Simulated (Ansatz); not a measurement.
A geometry relaxed with Ansatz (an electronic-structure program) with B3LYP-D3(BJ)/def2-SVP, charge 0, multiplicity 1:

```xyz
20

H     -0.2057     0.8439    -2.6921
H      0.0200    -1.9875    -1.1722
H      1.5827     1.3719    -2.7610
H      3.1720    -0.7739     0.0361
H      2.5117     1.1805     1.2967
C     -0.5236    -1.4491    -0.3924
H      3.5335     1.4414    -0.9044
H     -2.9679    -1.8948     1.9385
C     -1.8879    -0.0616     1.5967
C     -0.8901     0.5922     0.8577
C      0.9256     0.5260    -0.9146
C     -2.1905    -1.4004     1.3513
Si     2.6172     0.6081    -0.0722
C      0.7617     0.9339    -2.1842
C     -1.5135    -2.0971     0.3470
H     -0.0029     2.6239     0.0657
H     -1.7537    -3.1422     0.1401
S     -0.5647     2.2990     1.2511
H     -2.4388     0.4939     2.3593
C     -0.1851    -0.1080    -0.1472
```

Q: Write the SMILES of this molecule.

A: `C=C([SiH3])c1ccccc1S`
